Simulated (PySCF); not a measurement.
PySCF 2.14 output of a UHF calculation on a single atom or ion in aug-cc-pwCVDZ-PP with ECP28MDF (6s6p5d3f, 70 functions), with a scalar-relativistic core potential:

```
SCF conv_tol = 1e-09
number electrons alpha = 9  beta = 6
cycle= 1 E= -124.597669022592  delta_E= -0.00943  |g|= 0.037  |ddm|= 0.0454
cycle= 2 E= -124.597998787921  delta_E= -0.00033  |g|= 0.00759  |ddm|= 0.00932
cycle= 3 E= -124.598014997816  delta_E= -1.62e-05  |g|= 0.00076  |ddm|= 0.00358
cycle= 4 E= -124.598015278344  delta_E= -2.81e-07  |g|= 0.000254  |ddm|= 0.000726
cycle= 5 E= -124.598015307703  delta_E= -2.94e-08  |g|= 2.83e-05  |ddm|= 0.000303
cycle= 6 E= -124.598015307998  delta_E= -2.95e-10  |g|= 1.9e-06  |ddm|= 5.48e-05
converged SCF energy = -124.598015307998  <S^2> = 3.754065  2S+1 = 4.002032
```

The run itself started from symmetry-adapted Hartree-Fock orbitals and held the occupation by maximum overlap, so the iterations belong to that start.

**Question.** Which element, charge and spin multiplicity is this?

**Answer.** Pd³⁺ (palladium, charge +3), multiplicity 4; the state was [Kr] 4d7, high-spin 4F determinant.

Energies and moments cover only the electrons outside the core potential.
